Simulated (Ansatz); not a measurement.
cis-NiH2(NH3)2 (NiN₂H₈). Total charge 0; singlet. Geometry PBE0-D4/def2-SVP, basis def2-TZVP, Ansatz.

| atom | x (Å) | y (Å) | z (Å) |
| --- | --- | --- | --- |
| Ni1 | 0.816 | 0.172 | 0.033 |
| H2 | 1.722 | 1.078 | 0.753 |
| H3 | 2.063 | -0.278 | -0.600 |
| N4 | -0.175 | -1.147 | -1.067 |
| H5 | 0.052 | -0.941 | -2.041 |
| H6 | -1.188 | -1.268 | -1.011 |
| H7 | 0.250 | -2.056 | -0.876 |
| N8 | -0.705 | 0.961 | 1.032 |
| H9 | -0.673 | 1.966 | 0.857 |
| H10 | -0.489 | 0.850 | 2.023 |
| H11 | -1.673 | 0.661 | 0.897 |

```
run  HOMO (eV)  LUMO (eV)
  A      -7.10       1.89
  B      -2.98      -0.13
  C      -4.59       0.09
  D      -3.15      -0.58
  E      -4.34      -0.27
  F      -3.00      -0.68
```

B3LYP takes the VWN-RPA correlation.

The runs used B3LYP, B97M-V, PBE, PBE0, r2SCAN, ωB97X-V. Estimate which is which.

A ωB97X-V (range-separated); B r2SCAN (0 % exact exchange); C PBE0 (25 % exact exchange); D B97M-V (0 % exact exchange); E B3LYP (20 % exact exchange); F PBE (0 % exact exchange). Exact exchange lowers occupied and raises empty levels; among semilocal functionals meta-GGAs tend to open the gap a little, and such runs are hard to tell apart. The gap grows from 2.32 eV (PBE) to 8.99 eV (ωB97X-V).
